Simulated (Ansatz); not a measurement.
Molecular dynamics of CH9FOSi2

The input (input.yaml):

```yaml
crystal:
  periodic: [false, false, false]
  atoms:
    - { symbol: Si, position_ang: [-0.0801, 0.9323, 0.3182] }
    - { symbol: F, position_ang: [0.3623, 0.4279, -1.5713] }
    - { symbol: O, position_ang: [-1.4109, 0.0344, 0.2559] }
    - { symbol: C, position_ang: [-2.189, -0.4896, -0.7761] }
    - { symbol: H, position_ang: [0.0228, 2.258, -0.2737] }
    - { symbol: H, position_ang: [-0.2189, 1.1351, 1.7695] }
    - { symbol: H, position_ang: [1.1681, 0.0184, -0.7669] }
    - { symbol: Si, position_ang: [2.0785, -0.4294, 0.8039] }
    - { symbol: H, position_ang: [-2.2941, -1.5665, -0.6247] }
    - { symbol: H, position_ang: [-3.1774, -0.0257, -0.7406] }
    - { symbol: H, position_ang: [-1.7461, -0.3055, -1.754] }
    - { symbol: H, position_ang: [2.5187, 0.4594, 1.8761] }
    - { symbol: H, position_ang: [3.3104, -0.7581, 0.0686] }
    - { symbol: H, position_ang: [1.6558, -1.6905, 1.415] }
magnetization:
  spin_polarized: true
basis:
  gaussian: { orbitals: STO-3G }
hamiltonian:
  xc: { name: BHLYP }
  dispersion: d4
md:
  timestep: 0.5
  n_steps: 150
  ensemble: nve
  temperature: 100.0
  initial_velocities: maxwell_boltzmann
  seed: 956776
```

Run as:

```bash
$ ansatz run input.yaml --threads 1 --pin off --max-ram 2048MiB --backend cpu --events-out ev --progress --plain --runs-dir out
```

It starts from a rough guess of a transition structure, not a stationary point.

Output, in part (step lines, the closing report, with atoms numbered from 0):

```
md step     0: t =     0.00 fs  T =   100.0 K  F+E_penalty+E_count = -21433.67639901 eV  E_kin = 0.155112 eV  conserved = -21433.52128701 eV  (26 SCF iters)
md step     1: t =     0.50 fs  T =   123.9 K  F+E_penalty+E_count = -21433.71349303 eV  E_kin = 0.192121 eV  conserved = -21433.52137243 eV  (24 SCF iters)
md step     2: t =     1.00 fs  T =   171.6 K  F+E_penalty+E_count = -21433.78761547 eV  E_kin = 0.266134 eV  conserved = -21433.52148142 eV  (29 SCF iters)
md step     3: t =     1.50 fs  T =   241.7 K  F+E_penalty+E_count = -21433.89676628 eV  E_kin = 0.374889 eV  conserved = -21433.52187686 eV  (28 SCF iters)
md step     4: t =     2.00 fs  T =   330.0 K  F+E_penalty+E_count = -21434.03477011 eV  E_kin = 0.511806 eV  conserved = -21433.52296399 eV  (28 SCF iters)
md step     5: t =     2.50 fs  T =   425.8 K  F+E_penalty+E_count = -21434.18562087 eV  E_kin = 0.660399 eV  conserved = -21433.52522221 eV  (27 SCF iters)
[... lines left out ...]
Total energy: -21435.87658379 eV, -787.7539346954 hartree
Atom 0 at    -0.243933     0.947362     1.075595 Å, force     1.831007    -0.982424     0.503945 eV/Å
Atom 1 at     0.699737    -0.134380    -2.816076 Å, force     0.146047     3.087850    -3.427790 eV/Å
Atom 2 at    -1.474709    -0.257217     0.661181 Å, force     1.023929     1.814307     0.664569 eV/Å
Atom 3 at    -1.642212    -0.076141    -0.757078 Å, force     0.043031    -0.475431    -0.984351 eV/Å
Atom 4 at    -0.353824     2.252383     0.400259 Å, force    -0.262429    -0.955261     0.326420 eV/Å
Atom 5 at    -0.229196     1.158575     2.510215 Å, force    -0.567223     0.066790    -0.420516 eV/Å
Atom 6 at     0.737202     0.583398    -3.624177 Å, force    -0.195427    -3.135891     3.541349 eV/Å
Atom 7 at     1.804402    -0.169702     0.760140 Å, force    -1.644618    -0.913936    -0.768131 eV/Å
Atom 8 at    -2.550569    -0.634803    -1.074906 Å, force     0.646537     0.128652    -0.024572 eV/Å
Atom 9 at    -1.787983     0.982662    -1.028816 Å, force    -0.234891    -0.077036    -0.176225 eV/Å
Atom 10 at    -0.733193    -0.419668    -1.328245 Å, force    -0.894621     0.106439     0.074977 eV/Å
Atom 11 at     3.086356     0.337815     1.211320 Å, force    -0.597029     0.065482    -0.056987 eV/Å
Atom 12 at     1.927961    -0.673478    -0.608835 Å, force     0.161217     0.747424     0.559599 eV/Å
Atom 13 at     1.481761    -1.418118     1.430877 Å, force     0.544469     0.523035     0.187713 eV/Å
Dipole moment:     0.101547     0.469342    -0.349923 e Å
```

The steps, from the saved trajectory:

| time (fs) | T (K) | potential energy less start (eV) | conserved less start (meV/atom) |
| --- | --- | --- | --- |
| 0 | 100 | 0.000 | 0.00 |
| 2.5 | 426 | -0.509 | -0.28 |
| 5 | 436 | -0.514 | 0.46 |
| 7.5 | 787 | -1.074 | -0.58 |
| 10 | 573 | -0.732 | 0.08 |
| 12.5 | 1083 | -1.542 | -1.24 |
| 15 | 1117 | -1.592 | -1.03 |
| 17.5 | 913 | -1.260 | 0.09 |
| 20 | 1255 | -1.799 | -0.55 |
| 22.5 | 1032 | -1.434 | 0.80 |
| 25 | 1189 | -1.693 | -0.33 |
| 27.5 | 1073 | -1.509 | -0.01 |
| 30 | 1216 | -1.741 | -0.66 |
| 32.5 | 1419 | -2.063 | -1.20 |
| 35 | 1052 | -1.474 | 0.16 |
| 37.5 | 1499 | -2.187 | -1.27 |
| 40 | 1420 | -2.060 | -0.87 |
| 42.5 | 1312 | -1.879 | 0.06 |
| 45 | 1599 | -2.333 | -0.52 |
| 47.5 | 1364 | -1.949 | 0.84 |
| 50 | 1619 | -2.362 | -0.40 |
| 52.5 | 1483 | -2.146 | -0.01 |
| 55 | 1546 | -2.249 | -0.51 |
| 57.5 | 1721 | -2.531 | -1.17 |
| 60 | 1250 | -1.782 | 0.16 |
| 62.5 | 1581 | -2.316 | -1.32 |
| 65 | 1498 | -2.185 | -1.12 |
| 67.5 | 1272 | -1.817 | 0.12 |
| 70 | 1602 | -2.340 | -0.68 |
| 72.5 | 1304 | -1.857 | 0.75 |
| 75 | 1516 | -2.200 | -0.31 |

The run went to its last step. The conserved energy stayed within 1.5 meV per atom of its start (net change -0.31 meV per atom), so the integration is sound. The kinetic energy rose, since the run started high on the potential surface and went downhill. It ends in pieces (CH8OSi2 + FH), so much of that is their flight and rotation, not heat. A run of 0.075 ps of so small a system gives no equilibrium averages. The orbitals were unrestricted but ended closed-shell. Limits of this set-up: minimal basis.

The planned step would form Si1–Si8, F2–H7 and break Si1–F2, H7–Si8. These pairs go: Si1–Si8 2.60 → 2.35 Å, F2–H7 1.21 → 1.08 Å, Si1–F2 2.01 → 4.15 Å, H7–Si8 1.87 → 4.57 Å. In the last frame they stand as after the step (other bonds may differ from the relaxed reactants and products). These pairs come and go: their bonding changes 18 times, last at 70 of 75 fs, so the outcome isn't settled. It ends as CH8OSi2 + FH. Pairs count as bonded within 1.25 times the sum of covalent radii (0.12 Å more for H–H).

Last frame:

```xyz
14
Properties=species:S:1:pos:R:3
Si -0.244 0.947 1.076
F 0.700 -0.134 -2.816
O -1.475 -0.257 0.661
C -1.642 -0.076 -0.757
H -0.354 2.252 0.400
H -0.229 1.159 2.510
H 0.737 0.583 -3.624
Si 1.804 -0.170 0.760
H -2.551 -0.635 -1.075
H -1.788 0.983 -1.029
H -0.733 -0.420 -1.328
H 3.086 0.338 1.211
H 1.928 -0.673 -0.609
H 1.482 -1.418 1.431
```

Run time: 13 min on 1 thread of Arm Neoverse V1, with other jobs on the host, peak memory 0.16 GiB.
